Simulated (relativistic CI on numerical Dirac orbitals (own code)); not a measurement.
Slater and spin-orbit integrals, Ta LV

Calculated at this level of theory: Dirac-Coulomb-Breit CI, separate exchange-only KLI orbitals for each configuration, QED by a radiative potential, unscaled Slater integrals (own radial code, finite nucleus).

Slater integrals F^k, G^k are unscaled and averaged over j, outside the closed core [Ne]; ζ comes from projecting the Hamiltonian with its Breit term on Σ l·s of the shell.

- 3s2.3p6.3d: ζ(3d) = 233660 cm⁻¹; <r>(3d) = 0.1676, <r^2>(3d) = 0.03244 (bohr units).
- 3s2.3p5.3d2: ζ(3p) = 1.7154e+06, F^2(3d,3d) = 611710, F^4(3d,3d) = 395860, F^2(3p,3d) = 523500, G^1(3p,3d) = 547910, G^3(3p,3d) = 368670, ζ(3d) = 231830 cm⁻¹; <r>(3p) = 0.1885, <r^2>(3p) = 0.0412, <r>(3d) = 0.1678, <r^2>(3d) = 0.03252 (bohr units).
- 3s.3p6.3d2: F^2(3d,3d) = 611360, F^4(3d,3d) = 395630, G^2(3s,3d) = 420790, ζ(3d) = 232780 cm⁻¹; <r>(3s) = 0.1918, <r^2>(3s) = 0.04207, <r>(3d) = 0.1678, <r^2>(3d) = 0.03255 (bohr units).

Task: Give the Racah parameters of the d shell in 3s2.3p5.3d2.

Result: B = F²/49 − 5F⁴/441 = 7996 cm⁻¹ and C = 35F⁴/441 = 31418 cm⁻¹.

Averages of the first 10 configurations, taken without configuration mixing, which lowers the lowest level and can move excited configurations by several eV; other configurations of the list can lie among them:

```tsv
Configuration	Parity	States	Average energy above the lowest level (eV)
3s2.3p6.3d	even	10	44.2
3s2.3p5.3d2	odd	270	460.3
3s.3p6.3d2	even	90	889.3
3s2.3p6.4s	even	2	2063.5
3s2.3p6.4p	odd	6	2227.1
3s2.3p6.4d	even	10	2397.9
3s2.3p5.3d.4s	odd	120	2468.8
3s2.3p6.4f	odd	14	2516.3
3s2.3p5.3d.4p	even	360	2632.8
3p6.3d3	even	120	1746.2
```
